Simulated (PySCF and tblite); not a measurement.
Values are calculated unless marked as measured or tabulated.
C8H6ClF3O, numbered as in [CH3:1][O:2][c:3]1[cH:4][cH:5][c:6]([C:7]([F:8])([F:9])[F:10])[c:11]([Cl:12])[cH:13]1.

Level: PBE0-D3(BJ)/6-31G*//GFN2-xTB, thermal terms from GFN2-xTB, symmetry numbers and mirror pairs counted. Conformers within 2.5 kcal/mol (GFN2-xTB free energy) were kept, 3 at most. GIAO shieldings: PBE0/6-31G*. Shifts are against TMS (¹H), TMS (¹³C), CFCl3 (¹⁹F) at the same level. Programs: PySCF with density fitting and tblite.

(1) What shifts does this protocol give at 298.15 K under fast conformational exchange?

(2) How do the conformers differ?

Unscaled ¹⁹F shifts at such levels can be off by tens of ppm; differences between conformers or isomers are more reliable. Shifts are unscaled: against experiment ¹³C can be off by 15 ppm or more and ¹H by 0.8 ppm.

Answers

(1) ¹H: 7.65 (H5, 1H), 6.71 (H13, 1H), 6.63 (H4, 1H), 3.92 (H1, 3H) ppm. ¹³C: 153.9 (C3), 135.3 (C11), 125.3 (C7), 123.6 (C5), 118.1 (C6), 111.5 (C13), 107.0 (C4), 53.3 (C1) ppm. ¹⁹F: -80.5 (F8/F9/F10) ppm.

(2) Torsions listed: C1–O2–C3–C4.
```json
{"conformer": "1", "shape": "180°", "weight %": "53.3"}
{"conformer": "2", "shape": "0°", "weight %": "46.7"}
```

| signal | 1 | 2 | average |
| --- | --- | --- | --- |
| H1 | 3.92 | 3.92 | 3.92 |
| H4 | 6.77 | 6.47 | 6.63 |
| H5 | 7.64 | 7.65 | 7.65 |
| H13 | 6.55 | 6.88 | 6.71 |
| C1 | 53.3 | 53.3 | 53.3 |
| C3 | 153.8 | 154.0 | 153.9 |
| C4 | 111.0 | 102.4 | 107.0 |
| C5 | 123.4 | 123.8 | 123.6 |
| C6 | 118.0 | 118.2 | 118.1 |
| C7 | 125.3 | 125.3 | 125.3 |
| C11 | 135.5 | 135.0 | 135.3 |
| C13 | 107.9 | 115.7 | 111.5 |
| F8/F9/F10 | -80.5 | -80.6 | -80.5 |


Conformer gaps in 6-31G* on xTB geometries can be 2 kcal/mol off for S=O, P=O and other polar bonds.